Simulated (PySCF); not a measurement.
# Working out the ionisation energy of Zr

Zr [Kr] 4d2 5s2 (3F) → Zr⁺ [Kr] 4d2 5s1 (4F). All numbers are calculated (PySCF 2.14, a scalar-relativistic core potential, in def2-SVP with the def2 core potential (28 electrons) (5s3p2d1f, 31 functions)). Frozen: 4s2 4p6. Energies in hartree (1 hartree = 27.21139 eV):

```csv
part,Zr (lower),Zr⁺ (upper)
UHF,-46.431696,-46.240866
MP2 opposite-spin,-0.026509,0.000000
MP2 same-spin,-0.008023,-0.008131
```

Problem. What does Hartree-Fock give?

Solution. (-46.240866) − (-46.431696) = 0.190830 hartree = 5.193 eV.

Problem. What do MP2 and SCS-MP2 (6/5 opposite-spin, 1/3 same-spin) give?

Solution. The opposite-spin parts differ by 0.721 eV and the same-spin parts by -0.003 eV. MP2: 5.193 + (0.721) + (-0.003) = 5.911 eV. SCS-MP2: 5.193 + 1.2 × (0.721) + (-0.003)/3 = 6.057 eV.

Measured between the centres of the two terms (NIST): 6.639 eV, so MP2 (valence) is off by -0.728 eV.

A double-zeta basis recovers only part of the correlation energy.

What remains against the reference includes basis incompleteness, the frozen core and correlation beyond second order.
